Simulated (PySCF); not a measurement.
## Diatomic cations of H with group 15

PBE with double-zeta basis sets in PySCF, for the lowest determinant that a PBE0 search found; no spin–orbit coupling. De refers to high-spin ground-configuration atoms (the charge goes to the atom of lower measured ionisation energy or higher electron affinity, which is not always the lowest computed limit). A positive dipole points towards H; it is taken about the centre of mass and depends on that origin.

```json
{"M": "N", "basis": "jorge-DZP-DKH", "charged atom": "H+", "state (unpaired electrons)": "quartet (σ ↑, π ↑↑)", "Re (Å)": "1.133", "ωe (cm⁻¹)": "2481", "De (eV)": "3.66", "μ (D)": "1.90"}
{"M": "P", "basis": "cc-pV(D+d)Z/cc-pVDZ", "charged atom": "P+", "state (unpaired electrons)": "doublet (π ↑)", "Re (Å)": "1.457", "ωe (cm⁻¹)": "2293", "De (eV)": "3.46", "μ (D)": "0.95"}
{"M": "As", "basis": "def2-SVPD", "charged atom": "As+", "state (unpaired electrons)": "doublet (π ↑)", "Re (Å)": "1.556", "ωe (cm⁻¹)": "2121", "De (eV)": "3.16", "μ (D)": "0.78"}
{"M": "Sb", "basis": "def2-SVPD", "charged atom": "Sb+", "state (unpaired electrons)": "doublet (π ↑)", "Re (Å)": "1.740", "ωe (cm⁻¹)": "1902", "De (eV)": "2.75", "μ (D)": "0.35"}
{"M": "Bi", "basis": "cc-pVDZ-PP/cc-pVDZ", "charged atom": "Bi+", "state (unpaired electrons)": "doublet (π ↑)", "Re (Å)": "1.815", "ωe (cm⁻¹)": "1810", "De (eV)": "n/a", "μ (D)": "0.02"}
```

The shortest bond is that of NH⁺ (1.133 Å), the longest that of BiH⁺ (1.815 Å).

The rows differ in basis set, which adds steps of its own.

The state changes along the series, so neighbouring rows are not always alike in their bonding.

Spin–orbit coupling is left out, which matters for elements this heavy, above all for dissociation energies. For an ion De counts to the pair picked by the measured ionisation energies or electron affinities, which need not be the lowest pair at this level. States were picked by a PBE0 search and need not be the measured ground states.
